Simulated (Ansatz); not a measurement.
`CBC` + `CS[SiH3]` → `CB[SiH2]SC` + CH₄ at 500 K and 1 bar (formal exchange of groups at a B–C bond).

Calculated with Ansatz (gas phase, PBE0-D4/def2-TZVP geometries, no zero-point term in ΔE). CCSD(T)/CBS is the MP2 limit (def2-TZVPP, def2-QZVPP) plus CCSD(T) − MP2 in def2-TZVPP, frozen cores. This one scheme is used for every species. One conformer a species, not always the lowest.

| species | CCSD(T)/CBS energy (Eh) | H − E (kJ/mol) | S (J/(mol·K)) |
| --- | --- | --- | --- |
| `CBC` | -105.11307 | 257.5 | 335.4 |
| `CS[SiH3]` | -728.52947 | 205.2 | 363.4 |
| `CB[SiH2]SC` | -793.17470 | 333.4 | 479.3 |
| CH₄ | -40.46206 | 135.6 | 206.8 |

H − E and S are ideal-gas, rigid-rotor, harmonic terms from PBE0-D4/def2-TZVP, for one conformer and one mirror image of each species. 1 Eh = 2625.50 kJ/mol, R = 8.31446 J/(mol·K).

By hand: ΔE, ΔH, ΔS and ΔG.

ΔE = (-793.17470) + (-40.46206) − (-105.11307) − (-728.52947) = 0.00578 Eh = 15.2 kJ/mol. Δ(H − E) = 333.4 + 135.6 − 257.5 − 205.2 = 6.3, so ΔH = 21.5 kJ/mol. ΔS = 479.3 + 206.8 − 335.4 − 363.4 = -12.7 J/(mol·K). ΔG = 21.5 − 500 × (-12.7)/1000 = 27.9 kJ/mol.

By hand: the equilibrium constant, and the temperature at which ΔG would vanish if ΔH and ΔS stayed fixed.

log₁₀ K = −ΔG/(RT ln 10) = -2.9. ΔH and −TΔS have one sign here, so there is no such temperature.

The number of gas molecules stays the same, so ΔS is small and ΔH decides. A doubt of 5 kJ/mol in ΔE shifts log₁₀ K by 0.5 here. Other conformers and mirror images would add mixing entropy, several J/(mol·K) or more a flexible species. Modes under 60 cm⁻¹, often nearly free rotors, make the harmonic entropy too high. These are equilibria of isolated gas molecules and say nothing of rates. Largest T1 diagnostic: 0.011 (customary marks: 0.02 for closed shells, 0.045 for open ones).

ΔS is within the doubt of such terms, so its sign, and with it that verdict, could turn.
